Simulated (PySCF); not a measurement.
Two species compared at the same levels of theory.

First species: C7H11F.
Structure used (GFN2-xTB), in Å, numbered top down from 1:
```
atom  x, y, z in Å
C1    -1.509    1.472    0.365
C2    -0.613    0.877   -0.719
C3     0.062   -0.408   -0.254
C4    -0.824   -1.621   -0.496
F5    -0.255   -2.771   -0.005
C6     0.924   -0.466    0.974
C7     2.006    0.458    0.518
C8     1.539   -0.644   -0.377
H9    -2.317    0.791    0.617
H10   -1.944    2.408    0.023
H11   -0.930    1.664    1.265
H12    0.136    1.612   -1.009
H13   -1.208    0.656   -1.608
H14   -1.791   -1.512    0.007
H15   -0.980   -1.784   -1.569
H16    0.860   -1.098    1.835
H17    1.779    1.490    0.286
H18    2.980    0.332    0.976
H19    2.075   -1.447   -0.837
```

Second species: C₆H₁₀Cl₂SSi.
InChI=1S/C6H10Cl2SSi/c1-3(9)5(7)6(8)4-2-10-4/h4-6H,2,10H2,1H3/t4-,5+,6+/m0/s1

Levels: PBE0/pcSseg-1 for dipole moment, HOMO energy, LUMO energy and HOMO–LUMO gap; GFN2-xTB for rotational constant A and rotational constant C. Geometries: GFN2-xTB. Each species is one conformer at its optimised geometry, gas phase, non-relativistic unless stated. Electronic properties by PySCF.

Dipoles, sizes and rotational constants follow the conformer. The torsions of the flexible species, by atom-mapped SMILES:
- `[CH3:1][CH2:2][C@:3]1([CH2:4][F:5])[C@@H:6]2[CH2:7][C@H:8]12`: C1–C2–C3–C4 86°, C2–C3–C4–F5 -176°
- `[CH3:1][C:2](=[S:3])[C@@H:4]([Cl:5])[C@H:6]([Cl:7])[C@@H:8]1[CH2:9][SiH2:10]1`: C1–C2–C4–Cl5 -24°, C2–C4–C6–Cl7 -65°, C4–C6–C8–C9 -80°

Values for the first species:

- Dipole moment: 1.15 D
- HOMO energy: -7.08 eV
- LUMO energy: 1.52 eV
- HOMO–LUMO gap: 8.60 eV
- Rotational constant A: 2.537 GHz
- Rotational constant C: 1.300 GHz

(1) Estimate the same properties for the second species, and the change in each.

## Answers

(1) 
```csv
property,first,second,second less first
dipole moment,1.15 D,1.77 D,+0.62 D
HOMO energy,-7.08 eV,-6.74 eV,+0.34 eV
LUMO energy,1.52 eV,-2.43 eV,-3.95 eV
HOMO–LUMO gap,8.60 eV,4.31 eV,-4.29 eV
rotational constant A,2.537 GHz,0.989 GHz,-1.548 GHz
rotational constant C,1.300 GHz,0.435 GHz,-0.865 GHz
```

On the first: The dipole equals about 3.8 × 10⁻³⁰ C·m (1 D = 3.33564 × 10⁻³⁰ C·m).

On the second: In atomic units the dipole is 0.70 e·bohr (1 au = 2.5417 D).
